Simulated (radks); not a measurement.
Results of a calculation; reference values are marked as such.
Excited configurations of the strontium ion Sr+: one electron is placed in a higher orbital outside [Kr]. The ground configuration is [Kr] 5s1. Code: a radial shooting solver on a logarithmic mesh with Libxc functionals. Model: scalar-relativistic Kohn-Sham, BLYP, spin-polarised, spherical densities, point nucleus; open shells are filled with parallel spins first (spin-orbit coupling, left out, can overturn this in heavy ions). Excitation = E - E(ground); binding = E(ion) - E, where the ion is the core of charge +2; n* = 2/sqrt(2 binding) in atomic units, and the quantum defect is n - n*.

outer orbital  excitation (eV)  binding (eV)     n*  eigenvalue (eV)  <r> (bohr)
4d                       1.903         9.350  2.413           -5.747       3.030
4f                       7.749         3.504  3.941           -2.450       8.530
5p                       3.042         8.211  2.575           -6.163       4.737
5d                       6.511         4.742  3.388           -3.541       7.435
6s                       5.725         5.528  3.138           -4.351       7.718
7p                       8.407         2.846  4.373           -2.246       14.63
7d                       9.187         2.066  5.132           -1.618       19.49

The Delta-SCF ionisation energy is 11.253 eV (NIST Atomic Spectra Database: 11.030 eV, measured). Self-interaction in the functional shifts the binding energies and quantum defects, so they are the method's values and not measured ones.
